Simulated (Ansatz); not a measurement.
Reaction (redistribution): `[OH][Al]([Br])[O][SiH3]` + `[SiH3][O][AlH][SiH3]` → `[OH][Al]([O][SiH3])[O][SiH3]` + `[SiH3][AlH][Br]`

Computed with Ansatz on PBE0-D4/def2-TZVP structures; ΔE is electronic, products minus reactants. CCSD(T)/CBS is the MP2 limit (def2-TZVPP, def2-QZVPP) plus CCSD(T) − MP2 in def2-TZVPP, frozen cores. Functionals use def2-TZVPP. For Br outer-core shells are correlated without core-valence functions, which leaves a few kJ/mol of doubt a bond. Scalar relativity is left out up to krypton. One conformer a species, not always the lowest.

```json
{"level": "ωB97M-V", "ΔE (kcal/mol)": "-0.9"}
{"level": "B2PLYP", "ΔE (kcal/mol)": "-1.0"}
```

Q: What does CCSD(T)/CBS give? (An estimate is asked.)

A: The calculation gave: -1.1 kcal/mol. The listed levels differ from it by 0.2, 0.1 kcal/mol.

Largest T1 diagnostic among the species: 0.013.

In def2-TZVPP, CCSD(T) changes the Hartree–Fock value by +1.1 kcal/mol (the triples alone add +0.2 kcal/mol) and MP2 by +1.2 kcal/mol.
